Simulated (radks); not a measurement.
Question: Kr, configuration [Kr] (the NIST ground configuration). Method: non-relativistic Kohn-Sham, r2SCAN, spin-polarised, spherical densities, point nucleus; meta-GGA in the generalised Kohn-Sham scheme; computed with a radial shooting solver on a logarithmic mesh with Libxc functionals. Some entries of the table are withheld. Estimate them.

| orbital | occ. | eigenvalue (eV) | <r> (bohr) |
|---|---|---|---|
| 1s | 2 | -13934.11 | 0.04246 |
| 2s | 2 | -1820.331 | 0.1876 |
| 2p | 6 | -1644.406 | 0.1619 |
| 3s | 2 | -260.6757 | 0.5401 |
| 3p | 6 | (1) | (2) |
| 3d | 10 | -84.8049 | (3) |
| 4s | 2 | -23.0632 | 1.612 |
| 4p | 6 | (4) | (5) |

Answer: 
(1) 3p eigenvalue (eV): -197.4520
(2) 3p <r> (bohr): 0.5446
(3) 3d <r> (bohr): 0.5537
(4) 4p eigenvalue (eV): -9.6823
(5) 4p <r> (bohr): 1.942
